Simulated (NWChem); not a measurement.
# Correlation energy of sulfur tetrafluoride (F4S)

SMILES: FS(F)(F)F
```xyz
5

F      0.0000     1.2424     0.6398
S      0.0000     0.0000    -0.3894
F      1.6855     0.0000    -0.2936
F     -1.6855     0.0000    -0.2936
F      0.0000    -1.2424     0.6398
```
Charge 0, spin multiplicity 1.

Program: NWChem. Structure: optimised with PBE/def2-SVP, a minimum by its harmonic frequencies.

Basis set: def2-SVP. Each correlation energy counts from its own Hartree-Fock reference.

The correlated methods keep 9 core orbitals frozen. No row is a measurement; the coupled-cluster row has its own basis-set and correlation limits.

### Question
For the correlation energy, MP2 gives -911.8 mHa and SCS-MP2 gives -875.6 mHa. What do CR-CCSD[T], CR-CCSD(T), CCSD give?

### Answer
CR-CCSD[T]: -937.6 mHa; CR-CCSD(T): -935.5 mHa; CCSD: -920.1 mHa.
